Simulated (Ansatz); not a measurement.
Kohn–Sham single points on `CN([SiH2]O)[SiH2]F`.

```yaml
crystal:
  periodic: [false, false, false]
  atoms:
    - {symbol: C, position_ang: [-0.585708, -1.210597, -0.846516]}
    - {symbol: N, position_ang: [-0.269781, -0.120265, 0.082949]}
    - {symbol: Si, position_ang: [1.258766, -0.204083, 0.883360]}
    - {symbol: O, position_ang: [2.544463, -0.143561, -0.140009]}
    - {symbol: Si, position_ang: [-1.339887, 1.206971, 0.167776]}
    - {symbol: F, position_ang: [-1.186315, 2.188134, -1.092817]}
    - {symbol: H, position_ang: [-0.260225, -2.170670, -0.435341]}
    - {symbol: H, position_ang: [-0.098836, -1.077040, -1.816559]}
    - {symbol: H, position_ang: [-1.664262, -1.273463, -1.014217]}
    - {symbol: H, position_ang: [1.396489, -1.528817, 1.529670]}
    - {symbol: H, position_ang: [1.278151, 0.918389, 1.853696]}
    - {symbol: H, position_ang: [2.686051, 0.667353, -0.631066]}
    - {symbol: H, position_ang: [-2.734993, 0.711536, 0.115285]}
    - {symbol: H, position_ang: [-1.037012, 2.006812, 1.372589]}
basis:
  gaussian: {orbitals: def2-TZVPP}
hamiltonian: {xc: {name: BLYP}, dispersion: d4}
output: {orbitals: {seedname: orbitals}}
```

```sh
$ ansatz run in.yaml --threads 2 --pin off --events-out ev --progress --plain --backend cuda
```

Output, abridged:

```
Functional definition: BLYP
1690 factors; their error is unknown
mean field evaluation 1: about -23163.1799 eV, gradient 1.0e2 eV
mean field evaluation 2: about -23078.5898 eV, gradient 2.1e2 eV
mean field evaluation 4: about -23182.1301 eV, gradient 1.8e1 eV
mean field evaluation 8: about -23182.6804 eV, gradient 2.4e-1 eV
mean field evaluation 16: about -23182.6412 eV, gradient 3.9e-4 eV
mean field -23182.64122823 eV, -851.9463513787 hartree, gradient 1.8e-5 eV, S^2 0.000000; 0 other end points of the search recorded, 0 dependent functions left out
reference -23182.64164805 eV, -851.9463668070 hartree; 33, 33 occupied and 287, 287 virtual orbitals, 1690 factors
Total energy: -23183.38655515 eV, -851.9737416381 hartree
```

Run time 3.5 s (2 threads of an AMD EPYC 7R13 on a shared host and a share of an NVIDIA H100 80 GB); peak host memory 0.84 GiB.

The same input with `hamiltonian: {xc: {name: B2PLYP}}` (abridged; 7.5 s):

```
Functional definition: B2PLYP
mean field evaluation 16: about -23163.4391 eV, gradient 2.4e-4 eV
mean field -23163.43910629 eV, -851.2406864134 hartree, gradient 6.6e-6 eV, S^2 0.000000
14 core orbitals not correlated: weight in the atoms' cores, before any rotation towards them, 1.000 or more for the frozen orbitals, at most 0.000 for the correlated occupied ones
second order -36.70001315 eV of doubles, -0.00000000 eV of singles
Total energy: -23173.34830369 eV, -851.6048427009 hartree
```

With the line `hamiltonian: {xc: {name: PBE-QIDH}}` (abridged; 5.5 s):

```
Functional definition: PBE-QIDH
mean field evaluation 16: about -23153.4353 eV, gradient 1.5e-4 eV
mean field -23153.43530900 eV, -850.8730536437 hartree, gradient 2.6e-6 eV, S^2 0.000000
14 core orbitals not correlated: weight in the atoms' cores, before any rotation towards them, 1.000 or more for the frozen orbitals, at most 0.000 for the correlated occupied ones
second order -34.18511451 eV of doubles, -0.00000000 eV of singles
Total energy: -23164.83036172 eV, -851.2918141071 hartree
```

Changing it to `hamiltonian: {xc: {name: revPBE}, dispersion: d4}` (abridged; 5.5 s):

```
Functional definition: revPBE
mean field evaluation 16: about -23178.5487 eV, gradient 4.1e-4 eV
mean field -23178.54874146 eV, -851.7959552639 hartree, gradient 6.0e-5 eV, S^2 0.000000
Total energy: -23179.56052396 eV, -851.8331375850 hartree
```

Changing it to `hamiltonian: {xc: r2scan, dispersion: d4}` and forces (abridged; 6 s):

```
Functional definition: r2SCAN
mean field evaluation 16: about -23179.6887 eV, gradient 6.2e-3 eV
mean field -23179.68871994 eV, -851.8378487003 hartree, gradient 1.2e-5 eV, S^2 0.000000
Total energy: -23179.77627624 eV, -851.8410663351 hartree
Atom 0 force    -0.061676    -0.201969    -0.173189 eV/Å
Atom 1 force     0.032566     0.160857     0.169002 eV/Å
Atom 2 force     0.015418     0.002282     0.082824 eV/Å
Atom 3 force     0.044780    -0.039363    -0.022212 eV/Å
Atom 4 force    -0.070304     0.039717     0.057789 eV/Å
Atom 5 force     0.004394     0.019723    -0.043880 eV/Å
Atom 6 force    -0.000242     0.009753    -0.008626 eV/Å
Atom 7 force    -0.001356    -0.000986     0.002698 eV/Å
Atom 8 force     0.018021    -0.001297    -0.002582 eV/Å
Atom 9 force     0.001789     0.024791    -0.013801 eV/Å
Atom 10 force    -0.000019    -0.027485    -0.009485 eV/Å
Atom 11 force     0.006634     0.023145    -0.019584 eV/Å
Atom 12 force     0.024792     0.010188     0.005372 eV/Å
Atom 13 force    -0.014798    -0.019356    -0.024325 eV/Å
Dipole moment:    -0.052303    -0.098646    -0.030032 e Å
```

The same input with `hamiltonian: {xc: {name: BHLYP}, dispersion: d4}` (abridged; 5 s):

```
Functional definition: BHLYP
mean field evaluation 16: about -23181.3972 eV, gradient 8.8e-5 eV
mean field -23181.39723341 eV, -851.9006354125 hartree, gradient 1.7e-5 eV, S^2 0.000000
Total energy: -23181.82161980 eV, -851.9162313247 hartree
```
